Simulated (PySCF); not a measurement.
**Computed structure and properties of [Ce(H2O)3]3+**

System: [Ce(H2O)3]3+ (singlet in the valence; each metal's 4f electrons, 1 of them, lie in its core potential, out of spins and levels; a saddle point, relaxed within its symmetry); start: template (D3h). Method: PySCF 2.14.0, RKS PBE0, Ce lcecp-1-SVP with ECP47, O def2-SVP, H def2-SVP; non-relativistic Hamiltonian with scalar-relativistic core potentials where named; density fitting; no spin-orbit coupling.

Input of the relaxation:

```python
mol = gto.M(atom='''
Ce     0.00000     0.00000     0.00000
O      2.54750    -0.00001    -0.00000
H      3.13753    -0.00002     0.77000
H      3.13753    -0.00002    -0.77000
O     -1.27374     2.20621    -0.00000
H     -1.56875     2.71719     0.77000
H     -1.56875     2.71719    -0.77000
O     -1.27376    -2.20619     0.00000
H     -1.56878    -2.71717     0.77000
H     -1.56878    -2.71717    -0.77000''',
    basis={'Ce': 'lcecp-1-SVP', 'O': 'def2-SVP', 'H': 'def2-SVP'},
    ecp={'Ce': 'lcecp-1-SVP'},
    charge=3, spin=0)
mf = dft.RKS(mol, xc='PBE0')
mf.grids.atom_grid = (50, 194)  # f atoms: unpruned, at least (60, 302)
mf = mf.density_fit()  # fitting sets: Ce AutoAux, O def2-universal-JKFIT, H def2-universal-JKFIT
mf.conv_tol = 1e-08; mf.max_cycle = 55
mf.kernel(dm0)  # dm0: converged density of the start geometry
# quasi-Newton relaxation in Cartesian coordinates to a largest gradient under 0.00045 Eh/bohr, steps kept in the point group
```

Run from Python with OMP_NUM_THREADS=2; the lines above give its settings. Where DIIS fails, smearing, a level shift and second-order steps follow.
It took 2.8 min on 2 threads of Intel(R) Xeon(R) Processor @ 2.50GHz (Skylake/Cascade Lake), with other jobs on the host, from the converged density of the start.

Course of the relaxation:

```
step  energy above end (eV)  largest force component within the symmetry (eV/Å)
   0                 0.2897                                               1.886
   1                 0.1364                                               0.664
   2                 0.0260                                               0.345
   3                 0.0051                                               0.317
   4                 0.0001                                               0.043
   5                 0.0000                                               0.002
```

Relaxed geometry (D3h):

```xyz
10

Ce    0.0000    0.0000    0.0000
O     2.3943    0.0000    0.0000
H     3.0107    0.0000    0.7694
H     3.0107    0.0000   -0.7694
O    -1.1971    2.0736    0.0000
H    -1.5053    2.6073    0.7694
H    -1.5053    2.6073   -0.7694
O    -1.1972   -2.0735    0.0000
H    -1.5053   -2.6073    0.7694
H    -1.5053   -2.6073   -0.7694
```

```
     contact      Å
Ce1–O2 (H2O)  2.394
Ce1–O5 (H2O)  2.394
Ce1–O8 (H2O)  2.394
```

On the finer grid (75, 302):

```json
{"HOMO": "-24.50 eV", "LUMO": "-16.86 eV", "Dipole about the centre of mass": "0.00 D", "Set of Mulliken populations of Ce1 outside the core potential": "s 2.09, p 6.13, d 0.64, f 0.05", "D3(BJ) dispersion energy (not in the energies)": "-0.126 eV"}
```

| atom | Mulliken (e) | Löwdin (e) | spin (e) |
| --- | --- | --- | --- |
| Ce1 | 2.10 | 1.84 | 0.00 |
| O2 | -0.35 | -0.01 | 0.00 |
| H3 | 0.32 | 0.20 | 0.00 |
| H4 | 0.32 | 0.20 | 0.00 |
| O5 | -0.35 | -0.01 | 0.00 |
| H6 | 0.32 | 0.20 | 0.00 |
| H7 | 0.32 | 0.20 | 0.00 |
| O8 | -0.35 | -0.01 | 0.00 |
| H9 | 0.32 | 0.20 | 0.00 |
| H10 | 0.32 | 0.20 | 0.00 |

The 4f levels lie in the core potential and are missing. Their spin isn't counted.

On the grid (50, 194), as all that follows. Harmonic modes: 4 unstable, so a saddle point once the symmetry is let go (counted below −25 cm⁻¹); lowest -189 cm⁻¹ (negative: unstable), highest 3639 cm⁻¹, zero-point energy 1.971 eV.

Taking off one H2O (charge 0, singlet; the rest: singlet) in vacuum, both parts rigid, costs 3.39 eV; the small basis without counterpoise inflates it. Parting with an electron moved from the ligand to the metal can be far cheaper, even downhill.

Rigid scan of H2O along the line from its metal:

distance to O2 (Å), energy (eV) and a bar:
```
     2.09      0.595 ##############################
     2.19      0.228 ###########
     2.29      0.049 ##
     2.39      0.000 
     2.49      0.037 ##
     2.59      0.131 #######
     2.79      0.407 #####################
```

One start shape was tried, so this needn't be the lowest isomer.

An lcecp potential fixes the number of 4f electrons, so in runs with it no electron can move into or out of that shell.
